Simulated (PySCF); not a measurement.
B(F)(Cl)(NMe2) (C₂H₆BClFN), SMILES B(Cl)(N(C)C)F.

Coordinates come from a B3LYP-D3(BJ)/def2-SVP optimisation. Other conformers were not sampled.

Two levels are set side by side: PBE/def2-TZVP (PySCF) and ωB97X/def2-TZVP (PySCF). Same geometry, gas phase. Differences are taken from unrounded values.

| quantity | ωB97X | PBE | PBE minus ωB97X |
|---|---|---|---|
| orbital gap (eV) | 12.58 | 6.04 | -6.54 |
| highest occupied level (eV) | -9.84 | -6.15 | 3.69 |
| lowest empty level (eV) | 2.74 | -0.11 | -2.85 |
| dipole moment (D) | 2.92 | 2.89 | -0.03 |
| mean polarisability (bohr³) | 57.9 | 61.3 | 3.4 |

Without exact exchange PBE keeps part of each electron's self-repulsion, which lifts occupied levels and narrows the gap. Loosely held outer electrons make PBE densities more polarisable. Differences between two approximate levels are no errors against the true value.

Rough cost on one machine, each run with all the roots and properties that it gave: ωB97X against PBE within a factor of 2.
